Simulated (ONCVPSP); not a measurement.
**What one change does to a pseudopotential (titanium, ONCV)**

titanium, optimised norm-conserving Vanderbilt (ONCV), made with ONCVPSP 4.0.1 (LDA (Perdew-Wang 92), scalar-relativistic). Core [Ne], reference 3s2 3p6 3d2 4s2. Waves: 3s+4s: rc 1.35 bohr, ncon 5, nbas 8, qcut 9.6 1/bohr, 2 projectors; 3p: rc 1.35 bohr, ncon 5, nbas 8, qcut 13 1/bohr, 2 projectors, debl 0.4 Ha; 3d: rc 1.55 bohr, ncon 4, nbas 9, qcut 8.8 1/bohr, 2 projectors, debl 0.8 Ha. Local part: polynomial inside 1.05 bohr (lpopt 1, dvloc0 0 Ha). Core correction: polynomial model core, fcfact 0.6.

In the p channel the program set the typed energies aside and used -1.426, 0.250 Ha.

Change: p: qcut 15.2.

Cutoffs: the cutoffs (Ha) at which the residual kinetic energy of the hardest occupied pseudo-wave falls to 1 and 0.1 mHa per electron; they do not see the model core or the augmentation charge, which bear on the density cutoff. Errors are all-electron minus pseudo energies relative to the spin-unpolarised reference configuration.

**Question.** How do hardness, ghosts and transferability respond?

**Answer.** The potential gets harder (46 Ha and 58 Ha → 54 Ha and 68 Ha); the errors of the 4 common tests hardly move; neither file shows a bound ghost. The waves are optimised to have the least kinetic energy above qcut, so the cutoff follows it (qcut²/2 in Ha).

```tsv
quantity	base	changed
cutoff, loose	46 Ha	54 Ha
cutoff, tight	58 Ha	68 Ha
loose cutoff by channel	s 35 Ha, p 46 Ha, d 32 Ha	s 35 Ha, p 54 Ha, d 32 Ha
bound ghosts	none	none
GHOST(+) flags under 300 eV	none	none
error for 3s2 3p6 3d2 4s1, meV [ΔE 7.53 eV]	-0.1	-0.1
error for 3s2 3p6 3d2 4s0, meV [ΔE 21.32 eV]	+0.3	+0.3
error for 3s2 3p6 3d1 4s0, meV [ΔE 48.52 eV]	+31	+30
error for 3s2 3p6 3d2 4s0 4p1, meV [ΔE 11.38 eV]	+0.1	+0.1
s: phases at 1.37 bohr within 0.05 rad from the reference energy up to (Ha; the scan ends near 5)	to the end of the scan	to the end of the scan
p: phases at 1.37 bohr within 0.05 rad from the reference energy up to (Ha; the scan ends near 5)	to the end of the scan	to the end of the scan
d: phases at 1.57 bohr within 0.05 rad from the reference energy up to (Ha; the scan ends near 5)	to the end of the scan	to the end of the scan
rms error of d²Exc/dni dnj with the model core, mHa	0.86	0.88
```
